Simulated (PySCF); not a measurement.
**Radial density of Kr²⁺ (krypton, charge +2)**

revPBE, [Ar] 3d10 4s2 4p4, high-spin 3P determinant. Calculation: PySCF 2.14, in aug-cc-pVTZ-PP with ECP10MDF (6s5p4d2f, 55 functions); scalar relativity through the core potential. This is the valence pseudo-density: the core potential removes the inner electrons and smooths the orbitals near the nucleus.

```csv
r (bohr),4πr²ρ (e/bohr),4πr²(ρα − ρβ)
0.000574,5.692e-05,0.0000
0.000966,0.0001606,0.0000
0.00162,0.0004510,0.0000
0.00273,0.001249,0.0000
0.00460,0.003341,0.0000
0.00773,0.008228,0.0000
0.0130,0.01770,0.0000
0.0219,0.03362,0.0000
0.0368,0.05645,0.0000
0.0619,0.1595,0.0002
0.104,1.082,0.0017
0.175,6.607,0.0231
0.295,24.68,0.2034
0.495,34.95,0.1904
0.833,11.18,0.2173
1.40,5.088,1.4543
2.36,1.551,0.5926
3.97,0.04717,0.0172
6.67,1.277e-05,0.0000
```

Energies and moments cover only the electrons outside the core potential.
